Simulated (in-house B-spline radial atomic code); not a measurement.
Successive ionisation energies of molybdenum; each step leads to the configuration of the next row (after the last: [Ne] 3s2). NIST's values go from ground level to ground level; the uncertainty of those that are theory runs from under 0.1 % in few-electron ions to several per cent in heavy many-electron ones. Computed with an all-electron radial atomic-structure program (B-spline basis): non-relativistic Hartree-Fock, average of the configuration, point nuclei.

This level leaves out relativity, spin-orbit splitting included, which matters for heavy ions.

| ion | configuration | ionisation energy (eV) | tabulated value (eV) | tabulated kind | computed minus tabulated (eV) | highest orbital | largest mean radius (bohr) |
| --- | --- | --- | --- | --- | --- | --- | --- |
| Mo13+ | [Ar] 3d10 4s1 | 295.8 | 302.6 | measured | -6.8 | 4s | 0.98856 |
| Mo14+ | [Ar] 3d10 | 545.3 | 544 | semi-empirical | 1.3 | 3d | 0.43415 |
| Mo15+ | [Ar] 3d9 | 598.3 | 591 | tabulated theory | 7.3 | 3d | 0.43013 |
| Mo16+ | [Ar] 3d8 | 653.0 | 646 | tabulated theory | 7.0 | 3d | 0.42611 |
| Mo17+ | [Ar] 3d7 | 709.3 | 702 | tabulated theory | 7.3 | 3d | 0.4221 |
| Mo18+ | [Ar] 3d6 | 767.3 | 758 | tabulated theory | 9.3 | 3d | 0.41811 |
| Mo19+ | [Ar] 3d5 | 826.8 | 829 | tabulated theory | -2.2 | 3d | 0.41414 |
| Mo20+ | [Ar] 3d4 | 887.9 | 890 | tabulated theory | -2.1 | 3d | 0.4102 |
| Mo21+ | [Ar] 3d3 | 950.7 | 953 | tabulated theory | -2.3 | 3d | 0.40629 |
| Mo22+ | [Ar] 3d2 | 1015.0 | 1019 | tabulated theory | -4.0 | 3d | 0.40242 |
| Mo23+ | [Ar] 3d1 | 1080.8 | 1082 | tabulated theory | -1.2 | 3d | 0.3986 |
| Mo24+ | [Ne] 3s2 3p6 | 1260.6 | 1263 | semi-empirical | -2.4 | 3p | 0.39482 |
| Mo25+ | [Ne] 3s2 3p5 | 1320.5 | 1319.6 | semi-empirical | 0.9 | 3p | 0.39192 |
| Mo26+ | [Ne] 3s2 3p4 | 1381.2 | 1385.1 | semi-empirical | -3.9 | 3p | 0.38907 |
| Mo27+ | [Ne] 3s2 3p3 | 1442.9 | 1462 | semi-empirical | -19.1 | 3p | 0.38626 |
| Mo28+ | [Ne] 3s2 3p2 | 1505.4 | 1537 | semi-empirical | -31.6 | 3p | 0.38349 |
| Mo29+ | [Ne] 3s2 3p1 | 1568.8 | 1587 | semi-empirical | -18.2 | 3p | 0.38076 |

(1) Where is the largest jump?

(2) How far is this level of theory from the measured and semi-empirical values?

Results:

(1) From Mo13+ to Mo14+, by a factor of 1.84 (295.77 to 545.27 eV); the highest orbital goes from 4s to 3d.

(2) Over those 8 rows the differences run from -31.6 to +1.27 eV (mean absolute value 11 eV). The calculation leaves out relativity, correlation and, in open shells, the multiplet splittings that an average leaves out.
